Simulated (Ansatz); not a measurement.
Stepwise reaction of `BCl` with hydrogen sulfide, as a gas-phase model of exchange steps in deposition or etching. ΔE in kJ/mol; ΔG adds harmonic PBE0-D4 terms to CCSD(T)/CBS, at 1 bar.

Computed with Ansatz on PBE0-D4/def2-TZVP structures; ΔE is electronic, products minus reactants. CCSD(T)/CBS adds triple-zeta CCSD(T) − MP2 to the extrapolated MP2 energy (def2 sets, frozen cores). This one scheme is used for every species. DFT in def2-TZVPP. B3LYP here is the variant with VWN-RPA as its local correlation; programs differ in this. One conformer a species, not always the lowest.

| step | reaction | PBE-D4 | B3LYP-D4 | ωB97M-V | CCSD(T)/CBS | ΔG(500 K) |
| --- | --- | --- | --- | --- | --- | --- |
| 1 | `BCl` + H₂S → `SBCl` + H₂ | -77.7 | -65.8 | -64.6 | -65.3 | -56.3 |
| 2 | `SBCl` + H₂S → `SB(S)Cl` + H₂ | -51.5 | -42.6 | -41.1 | -43.0 | -33.0 |

(1) By hand: ΔE of the 2 steps together at CCSD(T)/CBS.

Answers

(1) (-65.3) + (-43.0) = -108.3 kJ/mol, or -54.1 kJ/mol a step.

In ΔE each step is higher than the one before. All are downhill at CCSD(T)/CBS. ΔG lies between -56.3 and -33.0 kJ/mol a step. PBE-D4 differs from CCSD(T)/CBS by -12.4 to -8.5 kJ/mol a step. Isolated molecules leave out the surface, adducts and barriers. Largest T1 diagnostic: 0.013.
